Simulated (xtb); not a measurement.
xtb input:

```bash
xtb mol.xyz --gfn 2 --sp --chrg -1 --uhf 0
```
mol.xyz:
```
8

C     -1.94939339    -0.08238617     0.12950409
N     -0.71889534    -0.65939589    -0.31604871
B      0.46306059    -0.05992460    -0.07674042
F      0.69170119     1.14659368     0.60030409
F      1.68931502    -0.57175223    -0.48420773
H     -2.50978425    -0.75848999     0.80451212
H     -2.64718758     0.11600238    -0.70746389
H     -1.85884920     0.87862582     0.67710310
```

Predict the final energy.

-17.60112 Eh (GFN2-xTB).

It need not be the lowest isomer of its formula. Whether it binds its extra electron was not tested at this geometry.
